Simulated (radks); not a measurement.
Results of a calculation; reference values are marked as such.
Problem. These are the eigenvalues of the occupied orbitals of an atom or ion with whole-number occupations (hartree). Code: a radial shooting solver on a logarithmic mesh with Libxc functionals. Model: Dirac Kohn-Sham, relativistic LDA (MacDonald-Vosko exchange, VWN5 correlation), spin-unpolarised, spherical densities, finite nucleus; Fermi nuclear charge, rms radius of each element as measured or else 0.836 A^(1/3) + 0.57 fm.

orbital  eigenvalue
1s1/2     -3064.546
2s1/2     -573.4309
2p1/2     -552.2061
2p3/2     -481.6229
3s1/2     -163.8752
3p1/2     -154.2496
3p3/2     -138.5083
3d3/2     -122.4623
3d5/2     -119.0703
4s1/2     -61.81767
4p1/2     -57.63615
4p3/2     -53.34463
4d3/2     -46.47368
4d5/2     -45.60955
4f5/2     -36.92443

Which element is it, and in what charge state? The configuration may be excited. Open shells, if any, fill j = l - 1/2 first.

Solution. Z = 80, mercury, charge +29: Hg29+ in [Kr] 4d10 4f5. The list shows which subshells hold electrons but not how many an open one holds; the 1s level, -3064.5 hartree, gives Z - s = 78.3 by -(Z - s)^2/2, which with screening and relativity narrows Z to a few neighbours, and the depths of the outer levels then fix element, charge and occupations together.
